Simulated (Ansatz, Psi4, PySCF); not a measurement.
C3H10Si, charge -1, doublet, at the geometry of the source list (a state made from the parent by changing its charge; the spin is typed, not shown lowest) (in this run its highest filled SCF level lies above zero, so its values depend strongly on the basis, on diffuse functions most of all). Base run: CAMB3LYP/cc-pVDZ (PySCF).

PySCF was given this input:
```python
from pyscf import gto, scf, dft

mol = gto.M(
    atom='''
Si    0.06090000    0.22490000    0.46560000
C    -0.93200000    1.38420000   -0.67160000
C     1.76960000   -0.11080000   -0.30300000
C    -0.87690000   -1.41820000    0.67490000
H     0.23360000    0.86220000    1.78490000
H    -1.08030000    0.94810000   -1.65580000
H    -1.91320000    1.59710000   -0.25810000
H    -0.42270000    2.33340000   -0.80880000
H     2.36230000   -0.76890000    0.32530000
H     1.68360000   -0.58130000   -1.27870000
H     2.33130000    0.80940000   -0.43310000
H    -1.02380000   -1.91880000   -0.27830000
H    -1.85700000   -1.25970000    1.11460000
H    -0.33550000   -2.10170000    1.32220000
''',
    basis='cc-pvdz',
    charge=-1,
    spin=1,
    verbose=3,
)

mf = dft.UKS(mol)
mf.xc = 'camb3lyp'
mf.kernel()
```

The same geometry, method and basis name were run in Ansatz (a program for electronic structure) and Psi4 and PySCF, at each program's defaults and at the settings that a row names. The base is PySCF at its defaults. Differences at the defaults can come from grids, fitting, cores and function types together. The rows with settings made alike still differ; the cause (another SCF solution, basis table, core potential or functional code) wasn't traced.

```
code and settings                                                                             ΔE vs base (mEh)  basis functions      E (Eh)  SCF cycles
--------------------------------------------------------------------------------------------  ----------------  ---------------  ----------  ----------
PySCF, defaults (exact integrals, its default grid, spherical functions)                                 0.000              110  -409.64658          12
Psi4, defaults (density fitting with its default set, its default grid, spherical functions)            20.976              110  -409.62560          14
Ansatz, defaults (factorised integrals, its default grid, spherical functions)                          -0.008              110  -409.64659           -
PySCF, density fitting with def2-universal-jkfit                                                        -0.097              110  -409.64668          12
PySCF, fine grid                                                                                        -0.005              110  -409.64658          12
Psi4, exact integrals, spherical functions, fine grid                                                   21.080              110  -409.62550          45
Ansatz, high accuracy                                                                                   -0.003              110  -409.64658           -
```

Open shells are given as the SCF converged; they aren't shown to be the lowest states, and a large step between rows can be another state.
